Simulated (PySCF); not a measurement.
C10H8.
Atom-mapped SMILES: `[CH2:1]=[C:2]1[CH:3]=[CH:4][c:5]2[cH:6][cH:7][cH:8][cH:9][c:10]21` (hydrogens: H11, H12 on C1; H13 on C3; H14 on C4; H15 on C6; H16 on C7; H17 on C8; H18 on C9)

Structure used (PBE0-D3(BJ)/def2-SVP), in Å, numbered top down from 1:
```
atom  x, y, z in Å
C1    -2.3805   -1.3847   -0.1212
C2    -1.5466   -0.3382   -0.0038
C3    -1.9260    1.0715    0.1596
C4    -0.8106    1.8350    0.2437
C5     0.3726    0.9777    0.1406
C6     1.7325    1.2717    0.1697
C7     2.6480    0.2219    0.0463
C8     2.2108   -1.0957   -0.1031
C9     0.8442   -1.3947   -0.1329
C10   -0.0691   -0.3571   -0.0110
H11   -3.4645   -1.2473   -0.1017
H12   -2.0055   -2.4044   -0.2398
H13   -2.9581    1.4200    0.2036
H14   -0.7792    2.9183    0.3685
H15    2.0806    2.3009    0.2868
H16    3.7196    0.4347    0.0670
H17    2.9431   -1.9008   -0.1981
H18    0.5098   -2.4288   -0.2505
```

The closed-shell ground state was solved at several levels (PySCF, density fitting, gas phase, non-relativistic).

```json
{"level": "B3LYP/def2-SVPD", "basis functions": "264", "HOMO (eV)": "-6.15", "LUMO (eV)": "-2.05", "gap (eV)": "4.10", "dipole (D)": "0.47"}
{"level": "wB97X-D/pcSseg-1", "basis functions": "210", "HOMO (eV)": "-8.07", "LUMO (eV)": "-0.21", "gap (eV)": "7.86", "dipole (D)": "0.53"}
```

(1) What might PBE0/pcSseg-1 (210 basis functions) give for the same quantities?

(2) Over all these levels, which gives the widest orbital gap and which the narrowest?

(3) How far do the dipole and the HOMO energy spread over the levels?

Answers

(1) HOMO -6.37 eV, LUMO -1.88 eV, gap 4.49 eV, dipole 0.52 D.

(2) wB97X-D/pcSseg-1 (range-separated hybrid) has the widest, 7.86 eV, and B3LYP/def2-SVPD (global hybrid, 20 % exact exchange) the narrowest, 4.10 eV. Functional and basis both differ between the two, so the spread mixes both effects.

(3) The dipole runs from 0.47 to 0.53 D (mean 0.50 D) and the HOMO from -8.07 to -6.15 eV.
